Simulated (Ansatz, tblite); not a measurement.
Cost and result up the ladder for the cluster ZrAl₆⁺ (7 atoms). The state is a doublet with charge 1. Geometry: B3LYP-D4/def2-SVP.

```xyz
7

Zr    0.3625   -2.2408    0.6718
Al    1.3596   -0.5340   -1.2781
Al   -0.3571    1.4069   -1.7618
Al   -0.2200    2.1650    0.6904
Al    1.4950    0.2348    1.2177
Al   -1.3878   -0.9019   -1.0171
Al   -1.2522   -0.1300    1.4771
```

Ansatz on 4 threads of Arm Neoverse V2 on a shared host; xTB runs through tblite on one thread. Times are rough, summed over both states, and most runs start from the orbitals of an earlier one. No level here is sound enough to serve as a yardstick. The other state is a quartet at its own geometry, which has other bonds, so the gap mixes isomer and spin.

In the def2 sets Zr takes a core potential; there is no spin–orbit coupling. The xTB rows come from tblite. Another isomer (doublet) lies 0.10 eV lower at PBE0-D4/def2-TZVP.

Run but left out: HF/STO-3G, HF/def2-SVP, HF/def2-TZVP, MP2/def2-SVP, MP2/def2-TZVP, CCSD/def2-SVP, CCSD(T)/def2-SVP (doublet: ⟨S²⟩ 2.01 to 2.80, where a pure state has 0.75).

xTB has no spin-polarisation term.

```json
{"level": "GFN1-xTB", "functions": "63", "wall time": "0.021 s", "quartet − doublet (eV)": "0.79", "remarks": "–"}
{"level": "GFN2-xTB", "functions": "63", "wall time": "0.11 s", "quartet − doublet (eV)": "-0.14", "remarks": "–"}
{"level": "PBE-D4/def2-TZVP", "functions": "262", "wall time": "30 s", "quartet − doublet (eV)": "0.36", "remarks": "–"}
{"level": "PBE0-D4/def2-TZVP", "functions": "262", "wall time": "2.5 min", "quartet − doublet (eV)": "0.36", "remarks": "spin-contaminated (⟨S²⟩ 0.83) (doublet)"}
{"level": "ωB97X-V/def2-TZVP", "functions": "262", "wall time": "3 min", "quartet − doublet (eV)": "0.53", "remarks": "spin-contaminated (⟨S²⟩ 0.83) (doublet)"}
{"level": "r2SCAN-D4/def2-TZVP (with forces)", "functions": "262", "wall time": "3.1 min", "quartet − doublet (eV)": "0.24", "remarks": "spin-contaminated (⟨S²⟩ 0.88) (doublet)"}
```
